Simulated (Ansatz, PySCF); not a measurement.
Process, species as SMILES: ClB(Br)Br [dibromo(chloro)borane] -> Cl[B]Br + Br atom (the B-Br bond at the site shown breaks; other sites are not compared here)
Geometries: B3LYP-D3(BJ)/def2-TZVP minima from Ansatz (an electronic-structure program). Frequencies are from Ansatz.
Geometry of the first species:
SMILES: ClB(Br)Br
```xyz
4

B     -0.0158     0.4056    -0.0030
Cl    -0.0835     2.1438    -0.0159
Br     1.6738    -0.4853    -0.0090
Br    -1.6310    -0.6139     0.0171
```

Wanted: bond dissociation energy (enthalpy at 298 K, with B3LYP-D3(BJ) rigid-rotor harmonic-oscillator terms), in eV. Valence correlation only, unless marked. Open shells are spin-unrestricted. Spin-orbit coupling is left out. The frozen core is the preceding noble-gas configuration, with the filled d and f shells of earlier blocks. No relativistic terms. Basis-set limits of correlation are two-point, X^-3; Hartree-Fock from the larger set.

| level | program | bond dissociation energy (eV) |
|---|---|---|
| HF/def2-QZVPP | Ansatz | 3.08 |
| HF-D3(BJ)/def2-TZVPD | PySCF + dftd3 | 3.46 |
| B2GP-PLYP-D3(BJ)/def2-TZVPD | Ansatz + dftd3 | 4.40 |
| B2GP-PLYP/def2-TZVPD | Ansatz | 4.32 |

Question: Estimate the value at CCSD(T)/CBS(def2-TZVPP,def2-QZVPP) as computed with Ansatz.

Answer: 4.45 eV
